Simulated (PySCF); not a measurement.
Constitutional and geometric isomers with formula C2H5N. All species are isolated molecules in the gas phase. One relaxed conformer stands for each flexible species; it need not be the lowest. Strings in code marks are SMILES.

Quantity: electronic energy of isomers of C2H5N relative to `[H]/N=C/C`, in kcal/mol.

Level 1: PBE-D3(BJ)/def2-TZVP // PBE0-D3(BJ)/def2-TZVP (PySCF)
Level 2: B3LYP/6-31G* // PBE0-D3(BJ)/def2-TZVP (PySCF)
Level 3: M06-2X/6-31G* // PBE0-D3(BJ)/def2-TZVP (PySCF)
Level 4: PBE/6-31G* // PBE0-D3(BJ)/def2-TZVP (PySCF)

```
species  level 2  level 3  level 4
-------  -------  -------  -------
`C=NC`      6.31     6.39     6.50
`C=CN`      5.98     5.46     5.43
```

Task: What does level 1 give for each?

Result: 
- `C=NC`: 9.05
- `C=CN`: 2.04
